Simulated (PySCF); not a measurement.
B(Cl)(Et)(NH2) (C2H7BClN), SMILES CCB(N)Cl.

Coordinates come from a PBE-D3(BJ)/def2-SVP optimisation. The structure was generated by enumeration, and PubChem lists no compound with its InChIKey, so it may never have been made. One conformer was computed; it need not be the lowest.

Two levels are set side by side: TDDFT-PBE/def2-SVPD (PySCF) and TDDFT-B3LYP/def2-SVPD (PySCF). Vertical, same geometry. The lowest singlet is HOMO→LUMO 100 % with PBE and HOMO→LUMO 98 % with the other functional; states are paired by order. Differences are taken from unrounded values.

```json
[
 {"quantity": "lowest singlet excitation (eV)", "TDDFT-B3LYP": "6.93", "TDDFT-PBE": "6.44", "TDDFT-PBE minus TDDFT-B3LYP": "-0.48"},
 {"quantity": "lowest triplet excitation (TDA) (eV)", "TDDFT-B3LYP": "6.30", "TDDFT-PBE": "5.94", "TDDFT-PBE minus TDDFT-B3LYP": "-0.36"},
 {"quantity": "first bright state (f over 0.05) (eV)", "TDDFT-B3LYP": "7.65", "TDDFT-PBE": "7.18", "TDDFT-PBE minus TDDFT-B3LYP": "-0.47"},
 {"quantity": "its oscillator strength", "TDDFT-B3LYP": "0.17", "TDDFT-PBE": "0.13", "TDDFT-PBE minus TDDFT-B3LYP": "-0.04"}
]
```

Functionals without exact exchange tend to place singlet excitations lower, as here. Differences between two approximate levels are no errors against the true value.

Rough cost on one machine, each run with all the roots and properties that it gave: TDDFT-B3LYP against TDDFT-PBE about 4 times.
